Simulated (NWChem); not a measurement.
# C₃H₄F₂Si; SMILES CC#C[SiH](F)F

Results from NWChem. Geometry: optimised at PBE-D3(BJ)/def2-SVP. Level: PBE0/def2-SVP with SMD (1 M gas to 1 M solution), gas-phase geometry. Reactions with the solvent are ignored.

**Question.** Among these, which solvent gives the highest value of “cavity-dispersion-structure term (kcal/mol)”?
A) methanol
B) dichloromethane
C) water
D) acetone

**Answer.** C, water. Values: dichloromethane -0.2; acetone 0.6; methanol 1.2; water 4.9
